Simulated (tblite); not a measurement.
Compound: C₆H₁₄AsB.
Atom-mapped SMILES: `[BH3-:1][AsH2+:2][C@H:3]([CH3:4])[CH2:5][CH2:6][C:7]#[CH:8]` (hydrogens: H9, H10, H11 on B1; H12, H13 on As2; H14 on C3; H15, H16, H17 on C4; H18, H19 on C5; H20, H21 on C6; H22 on C8)
Bond orders are those of one Lewis drawing.

Computed with GFN2-xTB (tblite), gas phase: L-BFGS steps from a force-field or distance-geometry start until the largest atomic force falls under 0.01 eV/Å.

Step 1: E = -638.9353 eV
```
atom  x, y, z in Å  |  force x, y, z in eV/Å
B1      3.3733    0.4829    0.4712    0.465   0.215   0.011
As2     2.0030   -0.6702   -0.4917    1.085   0.748   0.430
C3      0.2458   -0.4362    0.3802   -0.024  -0.417  -0.115
C4     -0.4277   -1.7930    0.4934   -0.001  -0.349   0.151
C5     -0.6824    0.4396   -0.4307   -0.176  -0.023   0.041
C6     -2.0089    0.5774    0.3244   -0.377   0.365  -0.294
C7     -2.8970    1.4165   -0.4674   -0.635   0.419  -0.191
C8     -3.6332    2.1006   -1.1308    0.346  -0.309   0.291
H9      2.9250    1.5760    0.6306   -0.363  -0.041  -0.101
H10     4.3332    0.5456   -0.2225    0.209  -0.086  -0.205
H11     3.6552   -0.0309    1.5097   -0.263  -0.229   0.047
H12     2.3555   -2.1910   -0.4080   -0.611   0.801  -0.601
H13     1.8136   -0.2778   -1.9693   -0.180  -0.778   0.570
H14     0.4463   -0.0089    1.3828   -0.013  -0.087  -0.360
H15     0.3429   -2.5314    0.7362   -0.315  -0.221   0.113
H16    -1.2059   -1.7966    1.2685    0.289  -0.222  -0.205
H17    -0.8807   -2.0359   -0.4844    0.200  -0.196   0.493
H18    -0.8828   -0.1003   -1.3687    0.034   0.379  -0.055
H19    -0.2885    1.4347   -0.6609    0.179  -0.046   0.069
H20    -2.4674   -0.4186    0.4310   -0.021   0.459   0.069
H21    -1.8540    1.0313    1.3196   -0.057  -0.180  -0.346
H22    -4.2759    2.7053   -1.7148    0.230  -0.202   0.190
```

Step 2: E = -639.0777 eV
```
atom  x, y, z in Å  |  force x, y, z in eV/Å
B1      3.3919    0.4905    0.4701    0.418   0.343   0.256
As2     2.0509   -0.6383   -0.4743   -0.054   0.183   0.202
C3      0.2440   -0.4555    0.3754    0.143   0.111  -0.126
C4     -0.4281   -1.8114    0.5127    0.326   0.284  -1.043
C5     -0.6841    0.4434   -0.4355   -0.379  -0.297   0.446
C6     -2.0351    0.5947    0.3145    0.567   0.073  -0.388
C7     -2.9169    1.4287   -0.4710    1.856  -1.873   2.032
C8     -3.6240    2.0926   -1.1234   -2.158   2.032  -1.989
H9      2.9101    1.5747    0.6266   -0.192  -0.062  -0.086
H10     4.3406    0.5419   -0.2305    0.341   0.006  -0.167
H11     3.6447   -0.0403    1.5119   -0.170  -0.119  -0.001
H12     2.3308   -2.1596   -0.4318   -0.413   0.705  -0.491
H13     1.8061   -0.3088   -1.9468   -0.076  -0.606   0.472
H14     0.4459   -0.0123    1.3686   -0.036  -0.088  -0.224
H15     0.3267   -2.5363    0.7387    0.242  -0.701   0.309
H16    -1.1894   -1.8053    1.2543   -0.495  -0.179   0.633
H17    -0.8740   -2.0437   -0.4683    0.111  -0.276   0.383
H18    -0.8811   -0.0845   -1.3688   -0.041   0.209  -0.305
H19    -0.2830    1.4298   -0.6576    0.261   0.121   0.069
H20    -2.4666   -0.3982    0.4338   -0.256   0.115   0.008
H21    -1.8559    1.0228    1.3041   -0.090   0.096  -0.055
H22    -4.2640    2.6946   -1.7046    0.097  -0.077   0.067
```

Step 3: E = -639.0938 eV
```
atom  x, y, z in Å  |  force x, y, z in eV/Å
B1      3.4139    0.5018    0.4726    0.399   0.436   0.426
As2     2.0930   -0.6074   -0.4561   -1.034  -0.327  -0.099
C3      0.2442   -0.4713    0.3695    0.258   0.522  -0.164
C4     -0.4244   -1.8241    0.5157    0.467   0.530  -0.999
C5     -0.6909    0.4426   -0.4335   -0.066  -0.265   0.343
C6     -2.0505    0.6109    0.3005    1.651  -0.908   0.464
C7     -2.9127    1.4170   -0.4495   -2.602   2.421  -2.204
C8     -3.6417    2.1099   -1.1408    2.594  -2.451   2.420
H9      2.8942    1.5727    0.6220   -0.017  -0.042  -0.053
H10     4.3515    0.5386   -0.2398    0.418   0.095  -0.088
H11     3.6330   -0.0503    1.5138   -0.059  -0.006  -0.018
H12     2.3033   -2.1222   -0.4596   -0.217   0.540  -0.359
H13     1.7983   -0.3444   -1.9204    0.008  -0.407   0.338
H14     0.4451   -0.0165    1.3529   -0.051  -0.079  -0.028
H15     0.3155   -2.5500    0.7451    0.530  -0.879   0.366
H16    -1.1812   -1.8153    1.2501   -0.734  -0.112   0.884
H17    -0.8663   -2.0542   -0.4485   -0.098  -0.389  -0.103
H18    -0.8801   -0.0678   -1.3729   -0.097   0.089  -0.407
H19    -0.2745    1.4273   -0.6538    0.218   0.044   0.133
H20    -2.4692   -0.3786    0.4364   -0.360  -0.203  -0.011
H21    -1.8587    1.0164    1.2895   -0.033   0.284   0.229
H22    -4.2523    2.6842   -1.6948   -1.173   1.107  -1.069
```

Q: Estimate the geometry and energy of step 4. (The exact step hangs on the optimiser's Hessian estimate; all steps are aligned on step 3, rigid shifts and turns removed.)

A: E = -639.2483 eV, largest force 0.973 eV/Å
```
atom  x, y, z in Å  |  force x, y, z in eV/Å
B1      3.4131    0.5038    0.4763    0.332   0.281   0.212
As2     2.0734   -0.6174   -0.4610   -0.503  -0.011   0.071
C3      0.2468   -0.4627    0.3690    0.192   0.240  -0.161
C4     -0.4197   -1.8159    0.5051    0.126   0.083  -0.187
C5     -0.6898    0.4407   -0.4309   -0.002  -0.154   0.095
C6     -2.0337    0.6007    0.3063    0.645  -0.254   0.030
C7     -2.9173    1.4228   -0.4558   -0.643   0.586  -0.435
C8     -3.6348    2.1032   -1.1339    0.494  -0.462   0.461
H9      2.8975    1.5727    0.6225   -0.066   0.002  -0.044
H10     4.3534    0.5402   -0.2387    0.329   0.067  -0.062
H11     3.6349   -0.0482    1.5132   -0.072  -0.041   0.024
H12     2.3071   -2.1248   -0.4572   -0.274   0.498  -0.382
H13     1.8001   -0.3408   -1.9227   -0.044  -0.439   0.297
H14     0.4448   -0.0164    1.3561   -0.035  -0.055  -0.040
H15     0.3234   -2.5559    0.7473    0.190  -0.509   0.227
H16    -1.1909   -1.8143    1.2603   -0.122  -0.113   0.262
H17    -0.8692   -2.0559   -0.4542   -0.041  -0.332  -0.057
H18    -0.8813   -0.0706   -1.3761   -0.054   0.160  -0.252
H19    -0.2742    1.4280   -0.6532    0.181   0.000   0.130
H20    -2.4723   -0.3846    0.4356   -0.259  -0.078   0.001
H21    -1.8586    1.0207    1.2947   -0.014   0.191   0.135
H22    -4.2630    2.6941   -1.7043   -0.361   0.340  -0.326
```

The energy changes by -0.1545 eV. The first-order estimate −F·Δx gives -0.2432 eV and the mean of the old and new forces, exact on a quadratic surface, -0.1553 eV. The step makes an angle of 45° with the force vector and moves no atom by more than 0.023 Å.

The cost below is that of the whole relaxation. On one thread of an Arm Neoverse N1, on a shared host, this took 3.3 s.
